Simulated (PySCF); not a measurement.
B2GeH6N (calculated)

All values are calculated (PySCF 2.14.0). Calculation on a computer-drawn molecule: the log of a Hartree-Fock and frozen-core CCSD(T) single point meant for a local Hartree-Fock minimum, with one planted fault or none, to be diagnosed. Offsets are logged minus clean, where the clean run is the same molecule without the fault. The reference is restricted for singlets and unrestricted otherwise, and also for a bond in bohr or an excited solution. Adding or removing an electron swaps singlet and doublet. The excited solution moves the top pair (singlet) or top alpha electron (doublet) to the lowest empty orbital. Highest occupied and lowest empty are orbital energies over both spins, largest force is the largest gradient component, triples share is (T) over the correlation energy, the T1 limit is 0.02 restricted and 0.045 unrestricted, electrons count all cores, a negative frequency is imaginary (commonest isotopes), and the dipole is about the centre of nuclear charge; on germanium a core potential holds 10 electrons, which the energies leave out, and 3d is frozen in MP2 and coupled-cluster steps.

Entry: B2GeH6N

Logged structure:
```xyz
10
B2GeH6N
B     -1.2008    -1.1850    -3.0223
Ge    -1.7538    -1.1001    -1.0852
B     -0.7088    -0.2177     0.4716
N     -1.2023    -0.2232     1.7679
H     -0.1650    -0.6880    -3.3648
H     -1.8945    -1.7257    -3.8360
H     -3.0912    -1.7531    -0.6902
H      0.3468     0.3117     0.2554
H     -2.0702    -0.6412     2.0323
H     -0.7127     0.1970     2.5315
```

| Item | Value |
| --- | --- |
| meant charge | 0 |
| meant multiplicity | 2 |
| meant basis | cc-pVDZ |
| meant basis and core potential on germanium | cc-pVDZ-PP ECP10MDF |
| logged electrons | 55 |
| logged basis functions | 95 |
| logged SCF converged | yes |
| logged spin squared | 0.7571 |
| logged highest occupied | -3.6395 eV |
| logged lowest empty | -2.0525 eV |
| logged largest force | 0.051546 hartree/bohr |
| logged dipole magnitude | 5.4658 debye |
| logged SCF stable within its kind | no |
| logged energy HF | -400.5447 hartree |
| possible faults | no fault, one electron removed, one electron added, multiplicity raised by two, geometry at a saddle point, SCF held on an excited solution, minimal basis STO-3G, one bond length entered in bohr, all coordinates scaled |
| planted fault | SCF held on an excited solution |
| HF energy offset from clean run | 89.81 kcal/mol |

Drawn bonds:
```tsv
atom	other atom	order
1	2	1
2	3	1
3	4	1
1	5	1
1	6	1
2	7	1
3	8	1
4	9	1
4	10	1
```

Notes: coupled-cluster numbers left out as unreliable.
